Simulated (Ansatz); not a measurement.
`[SiH3]OC[SiH2]S` + H₂ → `[SiH3]S` + `CO[SiH3]`  (hydrogenolysis of the Si–C bond)

Gas-phase electronic energies from Ansatz, PBE0-D4/def2-TZVP geometries. CCSD(T)/CBS is the MP2 limit (def2-TZVPP, def2-QZVPP) plus CCSD(T) − MP2 in def2-TZVPP, frozen cores. This one scheme is used for every species. DFT in def2-TZVPP. HSE06 is defined as in plane-wave codes. One conformer a species, not always the lowest.

`[SiH3]OC[SiH2]S`:

```xyz
13

Si    0.679   -2.154   -0.330
O     0.147   -0.705    0.247
C     0.404    0.505   -0.453
Si   -0.405    1.909    0.514
S    -2.496    1.537    0.712
H     2.165   -2.162   -0.428
H     0.120   -2.410   -1.686
H     0.214   -3.181    0.630
H    -0.006    0.466   -1.471
H     1.486    0.684   -0.542
H    -0.279    3.190   -0.228
H     0.261    2.022    1.837
H    -2.290    0.299    1.197
```

H₂:

Z-matrix (Å, degrees):
```
H
H 1 0.746
```

`[SiH3]S`:

Cartesian coordinates in Å:
```
Si -0.132 -0.509 -0.041
S 1.170 1.171 0.177
H -1.105 -0.596 1.077
H 0.764 -1.690 -0.025
H -0.881 -0.458 -1.323
H 0.184 2.082 0.135
```

`CO[SiH3]`:

```xyz
9

C    -0.906    0.986    0.245
O     0.423    0.669   -0.096
Si    0.946   -0.879   -0.253
H    -1.615    0.601   -0.498
H    -1.001    2.072    0.281
H    -1.177    0.581    1.227
H     2.378   -0.805   -0.620
H     0.176   -1.596   -1.309
H     0.776   -1.630    1.024
```

```
       level  ΔE (kcal/mol)
     ωB97M-V           -6.5
        PBE0           -8.8
       HSE06           -8.8
HF/CBS(def2)          -14.3
```

(1) What does CCSD(T)/CBS give? (An estimate is asked.)

Largest T1 diagnostic among the species: 0.012.

Results:

(1) The calculation gave: -6.6 kcal/mol. The listed levels differ from it by 0.1, -2.2, -2.2, -7.7 kcal/mol.

The D4 term adds +3.5 kcal/mol with B3LYP and +2.0 kcal/mol with PBE0; it sums over pairs of atoms, weighted by their polarisabilities, and B3LYP, whose exchange is more repulsive, gets the larger term. From r2SCAN to r2SCAN0 (25 % exact exchange), in def2-TZVPP and without D4, ΔE moves by −1.0 kcal/mol.

B3LYP here is the variant with VWN-RPA as its local correlation; programs differ in this.
